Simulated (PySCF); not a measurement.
Predicted microwave data (PBE0/pcSseg-1 in PySCF (dipole) on a GFN2-xTB geometry, gas phase) for one isomer of C5H7N3O2:

- Rotational constants: A = 3555, B = 799.5, C = 658.1 MHz
- Dipole components: |μa| = 1.27 D, |μb| = 2.30 D, |μc| = 0.00 D
- Inertial defect: -6.34 u·Å²
- κ: -0.90

Task: Which structure is it? (One computed conformer of each.)
A. `[CH3:1][O:2][C:3](=[O:4])[c:5]1[cH:6][n:7]([CH3:8])[n:9][n:10]1` with C1–O2–C3–O4 0°, O2–C3–C5–C6 180°
B. `[CH3:1][O:2][C:3](=[O:4])[c:5]1[n:6][cH:7][n:8][n:9]1[CH3:10]` with C1–O2–C3–O4 0°, O2–C3–C5–N6 0°
C. `[CH3:1][O:2][C:3](=[O:4])[c:5]1[cH:6][n:7][n:8]([CH3:9])[n:10]1` with C1–O2–C3–O4 0°, O2–C3–C5–C6 180°
D. `[CH3:1][O:2][C:3](=[O:4])[c:5]1[n:6][nH:7][n:8][c:9]1[CH3:10]` with C1–O2–C3–O4 0°, O2–C3–C5–N6 0°
E. `[CH3:1][O:2][C:3](=[O:4])[c:5]1[n:6][n:7][cH:8][n:9]1[CH3:10]` with C1–O2–C3–O4 0°, O2–C3–C5–N6 0°
F. `[CH3:1][O:2][c:3]1[n:4][c:5]([C:6]([CH3:7])=[O:8])[n:9][nH:10]1` with C1–O2–C3–N4 -1°, N4–C5–C6–C7 -10°

Result: C. It is COC(=O)c1cnn(C)n1, a near-prolate asymmetric top. The candidates at the same level (rigid rotor, commonest isotopes):

```json
{"SMILES": "COC(=O)c1ncnn1C", "A (MHz)": "2806", "B (MHz)": "1022", "C (MHz)": "756.3", "μa (D)": "1.11", "μb (D)": "1.29", "μc (D)": "0.00", "Δ (u·Å²)": "-6.32", "point group": "Cs", "rotor": "asymmetric top"}
{"SMILES": "COC(=O)c1cn(C)nn1", "A (MHz)": "4462", "B (MHz)": "735.6", "C (MHz)": "636.5", "μa (D)": "2.37", "μb (D)": "2.23", "μc (D)": "0.02", "Δ (u·Å²)": "-6.36", "point group": "near Cs", "rotor": "near-prolate asymmetric top"}
{"SMILES": "COC(=O)c1n[nH]nc1C", "A (MHz)": "2680", "B (MHz)": "995.3", "C (MHz)": "732.3", "μa (D)": "0.02", "μb (D)": "1.34", "μc (D)": "0.00", "Δ (u·Å²)": "-6.27", "point group": "Cs", "rotor": "asymmetric top"}
{"SMILES": "COC(=O)c1nncn1C", "A (MHz)": "2740", "B (MHz)": "1029", "C (MHz)": "755.2", "μa (D)": "0.13", "μb (D)": "4.16", "μc (D)": "0.00", "Δ (u·Å²)": "-6.31", "point group": "Cs", "rotor": "asymmetric top"}
{"SMILES": "COc1nc(C(C)=O)n[nH]1", "A (MHz)": "2991", "B (MHz)": "869.5", "C (MHz)": "681.4", "μa (D)": "5.41", "μb (D)": "1.62", "μc (D)": "0.36", "Δ (u·Å²)": "-8.57", "point group": "C1", "rotor": "asymmetric top"}
{"SMILES": "COC(=O)c1cnn(C)n1", "A (MHz)": "3555", "B (MHz)": "799.5", "C (MHz)": "658.1", "μa (D)": "1.27", "μb (D)": "2.30", "μc (D)": "0.00", "Δ (u·Å²)": "-6.34", "point group": "–", "rotor": "near-prolate asymmetric top"}
```

`COC(=O)c1ncnn1C` has B 28 % too high; `COC(=O)c1cn(C)nn1` has A 26 % too high; `COC(=O)c1nncn1C` has B 29 % too high; `COc1nc(C(C)=O)n[nH]1` has A 16 % too low; `COC(=O)c1n[nH]nc1C` has A 25 % too low. No structure here is proved a minimum.
